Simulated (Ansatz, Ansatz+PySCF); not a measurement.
```xyz
3

F     0.0000    0.3486   -1.2224
P     0.0000   -0.6971    0.0000
F     0.0000    0.3486    1.2224
```

Basis set: def2-SVP (spherical functions). Correlated methods keep 7 orbitals frozen. Correlation on ROHF uses semicanonical orbitals with singles. Charge 0, multiplicity 2.

Computed with Ansatz (development build ahead of 0.2.0); each method stands on the lowest determinant of its kind that the runs found.

Question: Give the atomization energy at this shape (free ground-state atoms in the same class of orbitals less the molecule, no zero-point energy) of doublet PF₂ by ROHF-CCSD(T), ROHF-MP2, UHF-MP2, ROHF, UHF.

Answer:

```tsv
method	atomization energy
ROHF-CCSD(T)	8.30 eV
ROHF-MP2	8.82 eV
UHF-MP2	8.80 eV
ROHF	5.45 eV
UHF	5.40 eV
```
